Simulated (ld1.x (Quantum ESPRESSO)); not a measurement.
**Plane-wave convergence, TM potential for C**

- Element: carbon
- Generator: ld1.x (Quantum ESPRESSO) 7.5
- Type: norm-conserving Troullier–Martins (Kleinman–Bylander form)
- Functional: PBE
- Relativity: non-relativistic
- Frozen core: [He]
- Valence charge: 4
- Reference configuration: 2s2 2p2
- Partial waves: 2s (bound): rc 0.90 bohr; 2p (bound): rc 2.15 bohr; 3d channel at -0.15 Ry: rc 1.85 bohr
- Local potential: all-electron potential smoothed inside 1.90 bohr (lloc = -1)
- Core correction: Bessel-smoothed model core inside 0.40 bohr

The pseudo-atom Hamiltonian at the reference potential is diagonalised in spherical Bessel functions j_l(qr) that vanish at 20 bohr, with q² up to the cutoff. All-electron valence levels (Ry): 2s -1.0098, 2p -0.3887.

**Question.** How do the lowest levels (Ry) of each channel move with the cutoff, and are there ghosts?

**Answer.**

| cutoff (Ry) | s #1 | s #2 | p #1 | p #2 | d #1 | f #1 | Σ f·Δε (mRy) |
| --- | --- | --- | --- | --- | --- | --- | --- |
| 8 | -0.8907 | -0.0086 | -0.1920 | 0.0399 | 0.0727 | 0.1172 | 631.8 |
| 18 | -0.9690 | -0.0123 | -0.3628 | 0.0330 | 0.0727 | 0.1172 | 133.4 |
| 35 | -1.0039 | -0.0139 | -0.3886 | 0.0323 | 0.0727 | 0.1172 | 12.2 |
| 55 | -1.0053 | -0.0140 | -0.3887 | 0.0323 | 0.0727 | 0.1172 | 9.1 |
| 90 | -1.0088 | -0.0142 | -0.3887 | 0.0323 | 0.0727 | 0.1172 | 2.1 |
| 140 | -1.0094 | -0.0142 | -0.3887 | 0.0323 | 0.0727 | 0.1172 | 0.7 |
| 400 | -1.0098 | -0.0142 | -0.3887 | 0.0323 | 0.0727 | 0.1172 | 0.0 |

Result: no extra level below or beside the all-electron valence levels (s, p, d, f tested); 10 mRy is reached at 45 Ry and 1 mRy at 110 Ry.

Its largest configuration-test error is +634 meV.
